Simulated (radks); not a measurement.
Exchange energies: the exact (Fock) value of the Kohn-Sham orbitals and density-functional approximations, as 100 (|E| - |E exact|)/|E exact|, negative where the magnitude is too small. Species: K12+ [He] 2s2 2p3; Xe [Xe]; Al6+ [He] 2s2 2p3. Calculated with a radial shooting solver on a logarithmic mesh with Libxc functionals: non-relativistic Kohn-Sham, PBE, spin-polarised, spherical densities, point nucleus. Every spin shell is full or empty, so the densities are truly spherical. Functionals are evaluated on that one density, not self-consistently.

functional,K12+,Xe,Al6+
exact (hartree),-22.0639,-179.029,-14.3482
LDA,-9.74,-4.73,-9.94
PBE,-0.99,-0.44,-0.95
RPBE,-0.07,-0.27,0.00
PW86,+0.19,-0.24,+0.29
SOGGA,-4.38,-2.24,-4.44
G96,-0.11,+0.34,-0.12
EV93,+2.02,-0.38,+2.23
APBE,+0.26,+0.27,+0.33
TPSS,+0.10,-0.33,+0.16
revTPSS,-0.44,-0.95,-0.34
r2SCAN,-0.20,-0.13,-0.17
MS2,+0.02,-0.62,+0.12
Tao-Mo,-0.16,-0.84,-0.05
